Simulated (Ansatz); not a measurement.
Ansatz (an electronic-structure program) input (SVWN5/LANL2DZ): The .json file is the Basis Set Exchange's LANL2DZ.

Ansatz 0.2 input:
```yaml
crystal:
  periodic: [false, false, false]
  atoms:
    - {symbol: Hg, position_ang: [-0.00000000, -0.00000000, -1.13030743]}
    - {symbol: I, position_ang: [0.00000000, 0.00000000, 1.70612442]}
basis:
  gaussian:
    orbitals: LANL2DZ.json
hamiltonian:
  xc: {name: SVWN5}
magnetization: {spin_polarized: true, initial_magnetization: 1}
output: {forces: true}
```

### Question
Predict the final energy.

### Answer
-54.21956 Eh.
